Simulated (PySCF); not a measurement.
F3Si, SMILES F[Si](F)F, multiplicity 2. Atoms are numbered in the order given.

```xyz
4

F      1.2796     0.7388    -0.1944
Si     0.0000     0.0000     0.3750
F     -1.2796     0.7388    -0.1944
F      0.0000    -1.4776    -0.1944
```
Charge 0, spin multiplicity 2.

Coordinates come from a r2SCAN-D4/def2-TZVP optimisation. The isomer is the one that the SMILES or the coordinates give; other isomers of the formula were not compared.

Two levels are set side by side: PBE/pcH-1 (PySCF) and PBE0/pcH-1 (PySCF). Contact hyperfine couplings, same geometry. Differences are taken from unrounded values.

| quantity | PBE0 |
|---|---|
| A(iso) of 19F, atom F1 (MHz) | 371.5 |
| A(iso) of 29Si, atom Si2 (MHz) | -1343.5 |
| A(iso) of 19F, atom F3 (MHz) | 371.5 |
| A(iso) of 19F, atom F4 (MHz) | 371.5 |

What does PBE give, and how far is it from PBE0? (Estimate from the structure and the level; the computed values follow.)


| quantity | PBE | PBE minus PBE0 |
|---|---|---|
| A(iso) of 19F, atom F1 (MHz) | 354.0 | -17.5 |
| A(iso) of 29Si, atom Si2 (MHz) | -1283.6 | 59.9 |
| A(iso) of 19F, atom F3 (MHz) | 354.0 | -17.5 |
| A(iso) of 19F, atom F4 (MHz) | 354.0 | -17.5 |

Rough cost on one machine, each run with all the roots and properties that it gave: PBE0 against PBE within a factor of 2.
